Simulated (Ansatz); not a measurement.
C2H6BO2, SMILES CO[B]OC, multiplicity 2.

Geometry: ωB97X-D3(BJ)/def2-SVP. The isomer is the one that the SMILES or the coordinates give; other isomers of the formula were not compared. The values are those of a single conformer.

Two levels are set side by side: PBE/def2-SVPD (Ansatz, a first-principles code) and CAM-B3LYP/def2-SVPD (Ansatz). Energy differences of separate SCF runs at the same geometry; the states with an electron removed or added have multiplicity 1 and 1. Differences are taken from unrounded values.

```json
[
 {"quantity": "vertical ionisation energy (eV)", "CAM-B3LYP": "8.21", "PBE": "7.99", "PBE minus CAM-B3LYP": "-0.22"}
]
```
